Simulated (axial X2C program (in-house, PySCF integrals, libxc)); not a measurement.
**Outer orbitals of PSe⁻ at 2.148 Å, HF**

Computed with an in-house all-electron X2C program for linear molecules (integrals from PySCF). Spin-free means the one-electron spin-free X2C Hamiltonian; two-component (2c) means X2C with spin–orbit coupling and atomic mean-field two-electron Coulomb and Gaunt terms, so the difference of the two also holds small scalar two-electron terms. Basis: Se dyall-acv3z [9s10p7d5f1g], P dyall-av3z [9s8p3d2f] (cores contracted in-house); Gaussian nuclei, density fitting, unrestricted open shells. Masses: Se 79.917 u, P 30.974 u.

The distance is close to the 2c PBE0 minimum; the highest filled and lowest empty levels are listed.

Spin-free orbitals, state M_S = 1, Λ = 0 (beyond evenly filled blocks: π+α, π-α) (Löwdin shares):

| symmetry | occupied | ε (eV) | atomic character |
| --- | --- | --- | --- |
| σα | yes | -19.87 | 49% Se s, 28% P s, 8% P p |
| σβ | yes | -18.67 | 57% Se s, 17% P s, 12% P p |
| σα | yes | -14.46 | 43% P s, 23% Se s, 15% Se p |
| σβ | yes | -10.97 | 47% P s, 25% Se p, 16% Se s |
| π+α | yes | -5.89 | 55% P p, 38% Se p, 2% Se d |
| π-α | yes | -5.89 | 55% P p, 38% Se p, 2% Se d |
| σα | yes | -5.68 | 44% Se p, 42% P p, 6% P s |
| σβ | yes | -4.91 | 44% P p, 37% Se p, 11% P s |
| π-β | yes | -3.49 | 69% Se p, 19% P p, 8% P d |
| π+β | yes | -3.49 | 69% Se p, 19% P p, 8% P d |
| π+α | yes | -2.49 | 44% Se p, 29% P p, 12% P d |
| π-α | yes | -2.49 | 44% Se p, 29% P p, 12% P d |
| σα | no | 3.96 | 60% P p, 29% Se p, 6% P s |
| σβ | no | 3.98 | 59% P p, 28% Se p, 8% P s |
| π+β | no | 4.78 | 89% P p, 5% P d, 3% Se p |
| π-β | no | 4.78 | 89% P p, 5% P d, 3% Se p |

Spinors with spin–orbit coupling (state Ω = 1):

```csv
ω,occupied,ε (eV),atomic character,λ mixture
1/2,yes,-19.87,"49% Se s, 28% P s, 8% P p",100% σ
-1/2,yes,-18.68,"57% Se s, 17% P s, 12% P p",100% σ
1/2,yes,-14.46,"43% P s, 23% Se s, 15% Se p",100% σ
-1/2,yes,-10.97,"47% P s, 25% Se p, 16% Se s",100% σ
-1/2,yes,-5.96,"54% P p, 40% Se p, 2% Se d","99% π, 1% σ"
3/2,yes,-5.83,"57% P p, 37% Se p, 3% Se d",100% π
1/2,yes,-5.69,"44% Se p, 42% P p, 6% P s",100% σ
-1/2,yes,-4.91,"44% P p, 37% Se p, 11% P s","99% σ, 1% π"
1/2,yes,-3.61,"70% Se p, 18% P p, 8% P d",100% π
-3/2,yes,-3.37,"68% Se p, 20% P p, 8% P d",100% π
-1/2,yes,-2.58,"43% Se p, 31% P p, 12% P d",100% π
3/2,yes,-2.39,"45% Se p, 28% P p, 12% P d",100% π
1/2,no,4.05,"64% P p, 28% Se p, 3% P s",100% σ
-1/2,no,4.08,"63% P p, 28% Se p, 4% P s",100% σ
1/2,no,4.78,"89% P p, 5% P d, 3% Se p",100% π
-3/2,no,4.79,"88% P p, 5% P d, 3% Se p",100% π
```

Mulliken charges and populations of the two-component result (they depend on the basis, above all on diffuse functions):

Se -0.62 e (s 7.88 p 16.66 d 10.07 f 0.01), P -0.38 e (s 5.91 p 9.29 d 0.15 f 0.02). ⟨Lz⟩ = 0.00 ħ and ⟨Sz⟩ = 1.00 ħ (0.14 and 0.86 on the two atoms), which add up to Ω.

One determinant describes the state; a PBE0 search over occupations chose it and may have missed a lower one. Other states lie close and PBE0, whose exact exchange favours high spin, may order them wrongly; the determinant shown need not be the ground state. The nearest other spin-free determinant of the search, M_S = 0, Λ = 2, lies 0.64 eV up at the distance of the search. With several unpaired electrons one determinant need not be a pure state. Open-shell Ω = 0 determinants with evenly filled partner blocks cannot be reached by this program, so the Ω shown need not be the lowest component. This is the Ω = 1 component of a π² triplet; the 0⁺ component is not one determinant and can lie lowest.
